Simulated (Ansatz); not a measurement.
`CC(C)OBS` + `[NH2][Hf]([F])([Cl])[Cl]` → `CC(C)[NH][Hf]([F])([Cl])[Cl]` + `OBS`  (substitution at a C–O bond)

Program: Ansatz. Geometries: PBE0-D4/def2-TZVP. ΔE: electronic, gas phase. CCSD(T)/CBS is the MP2 limit (def2-TZVPP, def2-QZVPP) plus CCSD(T) − MP2 in def2-TZVPP, frozen cores. DFT in def2-TZVPP. B3LYP here is the variant with VWN-RPA as its local correlation; programs differ in this. def2 core potentials past Kr. For Hf outer-core shells are correlated without core-valence functions, which leaves a few kJ/mol of doubt a bond. Each species was taken in one conformer, which may not be the lowest.

```json
{"level": "PBE-D4", "ΔE (kJ/mol)": "-3.8", "difference from CCSD(T)/CBS": "3.3"}
{"level": "PBE0-D4", "ΔE (kJ/mol)": "-4.4", "difference from CCSD(T)/CBS": "2.7"}
{"level": "ωB97X-V", "ΔE (kJ/mol)": "-1.0", "difference from CCSD(T)/CBS": "6.1"}
{"level": "B2PLYP", "ΔE (kJ/mol)": "0.6", "difference from CCSD(T)/CBS": "7.7"}
{"level": "PBE", "ΔE (kJ/mol)": "1.0", "difference from CCSD(T)/CBS": "8.1"}
{"level": "r2SCAN", "ΔE (kJ/mol)": "-0.7", "difference from CCSD(T)/CBS": "6.4"}
{"level": "PBE0", "ΔE (kJ/mol)": "-0.1", "difference from CCSD(T)/CBS": "7.0"}
{"level": "B3LYP", "ΔE (kJ/mol)": "8.2", "difference from CCSD(T)/CBS": "15.3"}
{"level": "MP2/def2-TZVPP", "ΔE (kJ/mol)": "-14.4", "difference from CCSD(T)/CBS": "-7.3"}
{"level": "SCS-MP2/def2-TZVPP", "ΔE (kJ/mol)": "-8.9", "difference from CCSD(T)/CBS": "-1.8"}
{"level": "CCSD/def2-TZVPP", "ΔE (kJ/mol)": "-6.1", "difference from CCSD(T)/CBS": "1.0"}
{"level": "MP2/def2-QZVPP", "ΔE (kJ/mol)": "-13.2", "difference from CCSD(T)/CBS": "-6.1"}
{"level": "SCS-MP2/def2-QZVPP", "ΔE (kJ/mol)": "-7.7", "difference from CCSD(T)/CBS": "-0.6"}
{"level": "HF/CBS(def2)", "ΔE (kJ/mol)": "13.2", "difference from CCSD(T)/CBS": "20.3"}
{"level": "MP2/CBS(def2)", "ΔE (kJ/mol)": "-12.7", "difference from CCSD(T)/CBS": "-5.6"}
{"level": "CCSD/CBS(def2)", "ΔE (kJ/mol)": "-4.3", "difference from CCSD(T)/CBS": "2.8"}
{"level": "CCSD(T)/CBS", "ΔE (kJ/mol)": "-7.1", "difference from CCSD(T)/CBS": "0"}
```

Largest T1 diagnostic among the species: 0.014.

The D4 term adds −7.8 kJ/mol with B3LYP and −4.3 kJ/mol with PBE0; it sums over pairs of atoms, weighted by their polarisabilities, and B3LYP, whose exchange is more repulsive, gets the larger term. In def2-TZVPP, CCSD(T) changes the Hartree–Fock value by −21.4 kJ/mol (the triples alone add −2.8 kJ/mol) and MP2 by −26.9 kJ/mol.
